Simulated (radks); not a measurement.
Problem. The mean radii <r> (bohr) of the occupied orbitals of an atom or ion are listed with their occupations. Calculated with a radial shooting solver on a logarithmic mesh with Libxc functionals: non-relativistic Kohn-Sham, r2SCAN, spin-polarised, spherical densities, point nucleus; meta-GGA in the generalised Kohn-Sham scheme.

| orbital | occ. | <r> |
|---|---|---|
| 1s | 2 | 0.1040 |
| 2s | 2 | 0.5159 |
| 2p | 6 | 0.4783 |

Name the element and its charge. Open shells, if any, are filled with parallel spins first.

Solution. Z = 15, phosphorus, charge +5: P5+ in [Ne]. The 1s radius gives Z: for a bare nucleus <r> = 1.5/Z, 0.1 bohr for Z = 15, and screening makes it slightly larger (0.1040 here). The occupations add up to 10, and the charge is Z minus that.
